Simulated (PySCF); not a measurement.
Compound: C8H16FP.
Cartesian coordinates in Å at the PBE0-D3(BJ)/def2-SVP level; atoms count from 1:
```
atom  x, y, z in Å
C1     2.7175   -0.7228   -0.5465
C2     1.6962    0.2825   -0.0086
C3     2.3385    1.6392    0.2916
C4     1.0370   -0.2602    1.2206
F5     1.9566   -0.4548    2.1888
P6    -0.5372   -0.6776    1.6646
C7    -1.6483   -0.3226    0.1629
C8    -1.2926   -1.1962   -1.0410
C9    -3.0440   -0.7263    0.6606
C10   -1.6770    1.1622   -0.2021
H11    2.2364   -1.6791   -0.8008
H12    3.2030   -0.3278   -1.4517
H13    3.4976   -0.9231    0.2027
H14    0.9187    0.4273   -0.7694
H15    2.8242    2.0412   -0.6104
H16    3.1011    1.5422    1.0782
H17    1.5872    2.3664    0.6341
H18   -2.0532   -1.0727   -1.8315
H19   -0.3173   -0.9417   -1.4793
H20   -1.2664   -2.2620   -0.7663
H21   -3.7889   -0.5612   -0.1354
H22   -3.0817   -1.7897    0.9448
H23   -3.3484   -0.1343    1.5382
H24   -2.4388    1.3415   -0.9807
H25   -0.7157    1.5258   -0.5912
H26   -1.9384    1.7812    0.6700
```

All values: PBE0/pcSseg-1 (PySCF, non-relativistic), on one gas-phase PBE0-D3(BJ)/def2-SVP geometry that isn't relaxed in the solvent. The solvent is an IEF-PCM continuum (cavity from Bondi-type radii × 1.2). Only the electrostatic response of the medium enters.

| run | E − E(gas) (kcal/mol) | HOMO (eV) | HOMO–LUMO gap (eV) | dipole (D) |
| --- | --- | --- | --- | --- |
| gas | 0.00 | -6.70 | 5.48 | 2.84 |
| P | -1.55 | -6.72 | 5.49 | 3.31 |
| Q | -3.67 | -6.81 | 5.50 | 4.09 |

Problem. The runs were made in benzene and water. Which run belongs to which solvent?

Solution. P = benzene, Q = water. The dielectric constants are 2.271 (benzene), 78.36 (water), and the energy falls further as ε rises. In this model the ground state sees the solvent through ε alone.

Problem. How constant is the ratio of the lowering to (ε − 1)/(2ε + 1)?

Solution. 
| solvent | (ε − 1)/(2ε + 1) | E − E(gas) (kcal/mol) | ratio (kcal/mol) | polarisation term (kcal/mol) |
| --- | --- | --- | --- | --- |
| benzene | 0.229 | -1.55 | -6.7 | -1.69 |
| water | 0.490 | -3.67 | -7.5 | -4.60 |

The ratio changes by +11.0 % in size from benzene to water. The polarisation term is half the interaction of the solute with the induced surface charges.
